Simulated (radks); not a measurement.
The numbers below are computed, except where a source is named.
Ionisation of Fe, [Ar] 3d6 4s2, to Fe+, [Ar] 3d6 4s1, under several functionals. Dirac Kohn-Sham, spin-unpolarised, spherical densities, point nucleus; open shells fill j = l - 1/2 first; a radial shooting solver on a logarithmic mesh with Libxc functionals.

functional                          E(Fe) (hartree)  Exc (hartree)  IE (eV)  -e(HOMO) (eV)  <r> HOMO (bohr)  IE error (eV)
exchange-only B88                       -1271.62658      -54.69959    8.076          4.628            3.038         +0.173
revPBE                                  -1272.62383      -55.72665    8.634          5.227            2.997         +0.732
exchange-only PBE                       -1271.35657      -54.42005    8.085          4.632            3.059         +0.182
PBEsol                                  -1271.29723      -54.37041    8.742          5.308            2.976         +0.839
B86b exchange with PBE correlation      -1272.78357      -55.88937    8.760          5.315            2.984         +0.858
SOGGA                                   -1271.11036      -54.18141    8.617          5.204            2.984         +0.715
AM05                                    -1270.37649      -53.43415    8.680          5.244            2.983         +0.778
exchange-only LDA                       -1268.02411      -51.02228    7.960          4.516            3.031         +0.058
Wu-Cohen GGA                            -1272.07405      -55.16761    8.757          5.322            2.964         +0.855

NIST Atomic Spectra Database: 7.902 eV (measured). Closest: exchange-only LDA. The Delta-SCF values span 0.80 eV, the total energies 4.76 hartree. The highest occupied level is 4s1/2. Spin polarisation and multiplet splitting are left out, so open shells lie too high by an amount that depends on their filling.

Beside tabulated values, note that spin-unpolarised runs miss the spin-polarisation part of the exchange energy of open shells.
